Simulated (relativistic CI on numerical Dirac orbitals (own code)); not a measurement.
## Energy levels of Mo⁺

These numbers are calculated, not measured: Dirac-Coulomb-Breit CI, KLI orbitals optimised for each configuration, model QED (radiative potential, 1s self-energy scaled to tabulated hydrogen-like ionisation energies), valence Slater integrals scaled by 0.85, P86 correlation energy added to each configuration (own radial code, finite nucleus).

CI space (outside the closed core [Kr]): 4d5, 4d4.5s, 4d4.5p, 4d3.5s2, 4d4.4f, 4d3.5s.5p, 4d4.6s, 4d4.5d, 4d4.6p, 4d4.6d, 4d4.5f, 4d4.5g, 4d3.5s.6s, 4d3.5p2. Levels of other configurations are missing.

The lowest level is 4d5 6S_5/2, with 99 % of that term; Hund's rules for 4d5 give 6S with J = 5/2, in agreement.

```tsv
No.	Configuration	Term	J	E (cm⁻¹)	%	Next component (%)
1	4d5	6S	5/2	0.0	99	
2	4d4(5D).5s	6D	1/2	13868.0	98	1 4P
3	4d4(5D).5s	6D	3/2	14093.3	99	1 4P
4	4d4(5D).5s	6D	5/2	14443.8	99	
5	4d4(5D).5s	6D	7/2	14893.9	100	
6	4d4(5D).5s	6D	9/2	15424.1	99	1 4F
7	4d5	4G	5/2	16631.3	94	4 4d4.5s 4G
8	4d5	4G	7/2	16727.9	95	4 4d4.5s 4G
9	4d5	4G	9/2	16805.5	96	4 4d4.5s 4G
10	4d5	4G	11/2	16831.5	96	3 4d4.5s 4G
11	4d5	4P	3/2	17416.5	62	22 4D
12	4d5	4P	5/2	17422.5	61	23 4D
13	4d5	4P	1/2	17551.2	71	12 4D
14	4d5	4D	1/2	18544.3	62	21 4d4.5s 4D
15	4d5	4D	7/2	18770.9	79	19 4d4.5s 4D
16	4d5	4D	3/2	18848.2	53	24 4P
17	4d5	4D	5/2	19019.7	54	24 4P
18	4d5	2D	5/2	24657.1	53	27 2F
19	4d5	2I	11/2	24827.5	96	3 2H
20	4d5	2I	13/2	25026.3	99	1 4d4.5s 2I
21	4d5	2D	3/2	25077.3	66	17 4F
22	4d5	4F	7/2	26122.3	66	23 4d4.5s 4F
23	4d5	4F	9/2	26129.2	64	22 4d4.5s 4F
24	4d5	4F	5/2	26164.3	64	24 4d4.5s 4F
25	4d5	4F	3/2	26310.0	51	22 4d4.5s 4F
26	4d5	2F	7/2	26551.7	83	11 4d4.5s 2F
27	4d5	2F	5/2	26891.8	53	26 2D
28	4d4(5D).5s	4D	1/2	27626.8	74	20 4d5 4D
29	4d4(5D).5s	4D	3/2	27887.1	76	18 4d5 4D
30	4d4(5D).5s	4D	5/2	28259.3	78	16 4d5 4D
```

Energies count from the lowest computed level. Percentages are summed over parent terms; the parents shown are those of the largest component, closed shells are left out there.

The mean weight of the leading LS term, summed over parents, in these 30 levels is 78 %, and that of the leading jj configuration (from the same eigenvectors) 44 %, so LS coupling describes them better.

Correlation outside the listed configurations is missing or only estimated: errors of thousands of cm⁻¹ between configurations and terms are usual at this charge. Rates and lifetimes follow the computed energies and can be off by large factors. The fine structure of a lone outer electron comes out too small, for d and f at times inverted, and misplaced configurations move strength between like terms. 22 of the 26 excited levels that our extract of the measured tables holds in this range could be paired (the sources list more); they are missed by 1037 cm⁻¹ on average and 2266 at most, and levels without a partner can miss by more. Some levels of the ground configuration have no partner and can miss by 10 % or more.

LS names give the leading component of a level, which can be under half, so a name can repeat, a term be missing and a line seem to break the LS rules.
